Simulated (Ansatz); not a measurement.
In₂As₃, relaxed as a doublet with UKS r2SCAN-D4/def2-SVP in Ansatz, starting from the GFN1-xTB geometry. Force threshold 0.02 eV/Å.

In the def2 sets In takes a core potential; there is no spin–orbit coupling. The structure comes from a short search, and lower isomers may exist.

Start:

```xyz
5

In    1.6498   -0.1490   -1.8920
In   -2.0263   -0.1449    1.4826
As   -0.6957    0.9571   -0.7545
As    0.9086    0.7215    0.9868
As    0.1636   -1.3847    0.1772
```

```csv
step,energy (eV),largest force component (eV/Å),SCF passes
1,-192856.6165,0.492,21
2,-192856.6903,0.333,29
3,-192856.7066,0.057,23
4,-192856.7116,0.031,23
5,-192856.7118,0.002,23
```

Force components are those of the run's own axes.

End:

Cartesian coordinates in Å:
```
In 1.594 -0.229 -2.037
In -2.165 -0.226 1.415
As -0.624 0.964 -0.680
As 0.994 0.792 1.081
As 0.202 -1.300 0.221
```

By distances, no bond broke or formed. The bond that changes most is In1–As4, from 3.10 to 3.34 Å (atoms count from 1).

No frequencies were taken in this run, so the end may be a saddle point.

Run time 28 s (4 threads of Arm Neoverse V2 on a shared host).
